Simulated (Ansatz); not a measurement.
The Ge1–H4 bond of FGeH3O (SMILES [OH][GeH2][F]) is stretched (multiplicity 1, the rest rigid).
Geometry at rest (charge 0, multiplicity 1):
```xyz
6

Ge    -0.2275    -0.2509     0.0266
O      1.4557    -0.4002    -0.5045
F     -0.5458     1.4465     0.3099
H     -1.0848    -0.6963    -1.1554
H     -0.4698    -0.9323     1.3808
H      2.0998    -0.1604     0.1698
```

Frozen-core correlation. Filled d and f shells under p-block atoms count as core.

Codes used: Ansatz (Gaussian orbitals). Values without a source in brackets are computed.

Energies above the point at 1.527 Å (the B3LYP-D3(BJ) bond length), FIC-MRCISD+Q on CASSCF(2,2)/cc-pVTZ (kcal/mol): 6.29 at 1.374 Å; 3.90 at 1.679 Å; 91.61 at 4.885 Å.

**Question.** Take the last value as the depth D of a Morse curve D(1 − e^(−a(R − R₀)))², fit a and R₀ to the two near points, and test it at 2.061 and 2.672 Å.

**Answer.** 
With D = 91.6, both near points (counted from the curve's value at 1.527 Å) are met by a = 1.52 Å⁻¹ and R₀ = 1.527 Å, so k = 2Da² = 423 kcal/(mol Å²). The curve then gives 28.3 and 62.3 kcal/mol; the level itself gives 29.6 and 68.3, so Morse is off by -1.3 and -6.0.

Ansatz is an electronic-structure program.
